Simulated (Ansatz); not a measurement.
Isolated molecules relaxed with PBE0-D4/def2-TZVP in Ansatz; ΔE leaves out vibrations. CCSD(T)/CBS adds triple-zeta CCSD(T) − MP2 to the extrapolated MP2 energy (def2 sets, frozen cores). DFT in def2-TZVPP. B3LYP here is the variant with VWN-RPA as its local correlation; programs differ in this. HSE06 is defined as in plane-wave codes. For Ga, Ge outer-core shells are correlated without core-valence functions, which leaves a few kJ/mol of doubt a bond. Scalar relativity is left out up to krypton.

Reaction (formal exchange of groups at a Ge–Ge bond): `[F][GeH]([F])[GeH3]` + `[CH2]1[CH2][GaH]1` → `[GeH3][CH]1[CH2][GaH]1` + `[F][GeH2][F]`

`[F][GeH]([F])[GeH3]`:

Z-matrix (Å, degrees):
```
Ge
F 1 1.734
Ge 1 2.425 2 108.4
F 1 1.734 2 104.0 3 115.2
H 1 1.537 2 106.2 3 -132.9
H 3 1.533 1 108.5 2 176.4
H 3 1.531 1 108.4 2 56.1
H 3 1.533 1 108.5 2 -64.1
```

`[CH2]1[CH2][GaH]1`:

Z-matrix (Å, degrees):
```
C
Ga 1 1.940
C 1 1.560 2 66.3
H 1 1.087 2 120.3 3 -107.5
H 1 1.087 2 120.1 3 107.4
H 2 1.534 1 156.3 3 180.0
H 3 1.087 1 116.1 2 113.5
H 3 1.087 1 116.0 2 -113.2
```

`[GeH3][CH]1[CH2][GaH]1`:

```xyz
11

Ge   -0.568    1.077    0.759
C     0.235   -0.661    0.537
C     1.295   -0.765   -0.315
Ga   -0.436   -0.370   -1.929
H    -1.916    1.073    1.480
H     0.400    2.099    1.383
H    -0.701    1.527   -0.758
H    -0.248   -1.550    0.925
H     1.740   -1.726   -0.562
H     1.881    0.102   -0.602
H    -1.682   -0.805   -0.917
```

`[F][GeH2][F]`:

Cartesian coordinates in Å:
```
F 0.399 1.572 -0.350
Ge 0.034 -0.088 -0.059
F -0.964 -0.085 1.348
H 1.337 -0.802 0.291
H -0.807 -0.596 -1.229
```

```json
{"level": "B3LYP-D4", "ΔE (kJ/mol)": "-26.1", "difference from CCSD(T)/CBS": "-7.6"}
{"level": "BHLYP-D4", "ΔE (kJ/mol)": "-15.4", "difference from CCSD(T)/CBS": "3.1"}
{"level": "PBE-QIDH", "ΔE (kJ/mol)": "2.8", "difference from CCSD(T)/CBS": "21.3"}
{"level": "BLYP", "ΔE (kJ/mol)": "-24.8", "difference from CCSD(T)/CBS": "-6.3"}
{"level": "r2SCAN", "ΔE (kJ/mol)": "-8.6", "difference from CCSD(T)/CBS": "9.9"}
{"level": "r2SCANh", "ΔE (kJ/mol)": "-5.8", "difference from CCSD(T)/CBS": "12.7"}
{"level": "HSE06", "ΔE (kJ/mol)": "-2.6", "difference from CCSD(T)/CBS": "15.9"}
{"level": "MP2/def2-SVP", "ΔE (kJ/mol)": "-0.9", "difference from CCSD(T)/CBS": "17.6"}
{"level": "CCSD(T)/def2-SVP", "ΔE (kJ/mol)": "-13.3", "difference from CCSD(T)/CBS": "5.2"}
{"level": "CCSD/def2-TZVPP", "ΔE (kJ/mol)": "-4.9", "difference from CCSD(T)/CBS": "13.6"}
{"level": "CCSD(T)/CBS", "ΔE (kJ/mol)": "-18.5", "difference from CCSD(T)/CBS": "0"}
```

Largest T1 diagnostic among the species: 0.016.

From r2SCAN to r2SCAN0 (25 % exact exchange), in def2-TZVPP and without D4, ΔE moves by +7.0 kJ/mol. At CCSD(T), def2-SVP lies +5.2 kJ/mol from the extrapolated value and def2-TZVPP +5.9 kJ/mol. The D4 term adds −10.0 kJ/mol with B3LYP and −5.1 kJ/mol with PBE0; it sums over pairs of atoms, weighted by their polarisabilities, and B3LYP, whose exchange is more repulsive, gets the larger term.
